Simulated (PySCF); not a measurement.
Structure problem from calculated spectra and properties.

Formula: C7H13AlO2.

| Item | Value |
| --- | --- |
| Polarisability | 115.9 au [CAM-B3LYP/def2-SVPD] |
| Rotational structure | rotational constants A, B, C: 2.353, 0.698, 0.617 GHz [PBE0-D3(BJ)/def2-SVP] |
| UV, strongest line | among the 10 lowest singlet transitions: S3 at 5.45 eV (227 nm, f = 0.071) [TDDFT CAM-B3LYP/def2-SVPD] |
| Dipole | 5.21 D [CAM-B3LYP/def2-SVPD] |
| 13C NMR | chemical shifts (computed TMS as zero) by class: 174.9 (2 C), 119.7 (1 C), 34.1 (1 C), 32.9 (3 C) ppm [GIAO KT2/pcSseg-1] |
| UV, first state | lowest singlet excitation: 4.17 eV (297 nm, f = 0.067) [TDDFT CAM-B3LYP/def2-SVPD] |
| Valence photoelectron | vertical ionisation energy: 8.93 eV [ΔSCF CAM-B3LYP/def2-SVPD] |

Electronic properties: PySCF, gas phase, density fitting. Levels stand in brackets. Geometry: PBE0-D3(BJ)/def2-SVP; no solvent, vibrations or thermal averaging. Each NMR value is the plain mean over a class of atoms that symmetry, rotation or inversion makes alike.

Task: Propose a structure and show how it fits.

Result: Numbering: `[CH3:1][C:2]([CH3:3])([CH3:4])[C:5]1=[CH:6][O:7][AlH2-:8][O+:9]=[CH:10]1`. 7 carbons fall into 4 classes; from least to most shielded: carbon bonded to C, O and H [C6/C10] (174.9 ppm, 2 C, up to 4.0 ppm apart in this geometry), fully substituted alkene carbon [C5] (119.7 ppm), allylic carbon [C2] (34.1 ppm), methyl carbon [C1/C3/C4] (32.9 ppm, 3 C, up to 4.2 ppm apart in this geometry). S1 is mainly HOMO→LUMO (weight 0.98); the largest Löwdin shares of the orbital it empties are 0.21 on the fully substituted alkene carbon, 0.13 on an oxygen bonded to Al and C, 0.12 on the aluminium bonded to 2 O and 2 H and 0.12 on an oxygen bonded to Al and C, of the orbital it fills 0.26 on a carbon bonded to C, O and H, 0.24 on a carbon bonded to C, O and H, 0.16 on an oxygen bonded to Al and C and 0.14 on an oxygen bonded to Al and C. By its constants the optimised geometry is an asymmetric top. Structure: `CC(C)(C)C1=C[O][AlH2-][O+]=C1`. The assignments are read from this structure; whether some other isomer fits the data as well wasn't checked.

Shape of the structure used: `[CH3:1][C:2]([CH3:3])([CH3:4])[C:5]1=[CH:6][O:7][AlH2-:8][O+:9]=[CH:10]1`: C1–C2–C5–C6 121°.
